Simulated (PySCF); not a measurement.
Level of theory: PySCF, PBE0, basis Sb def2-SVP with ECP28, Br def2-SVP (scalar-relativistic core potentials, no spin–orbit coupling, density fitting). Open shells, if any, are unrestricted.

Question: What shape and geometry does isolated singlet SbBr3 take (every ligand bound to Sb)?

Answer: Counting electrons, antimony keeps 2 of its valence electrons outside its bonds, so the VSEPR class is AX3E1 and the expected shape is trigonal pyramidal (C3v), as computed. The lowest minimum found is a singlet of C3v symmetry with Sb–Br 2.519 Å (×3); Br–Sb–Br 98.8° (×3). Its harmonic wavenumbers are 72 (e), 99 (a1), 255 (e), 259 (a1) cm⁻¹ and its dipole moment is 2.44 D.
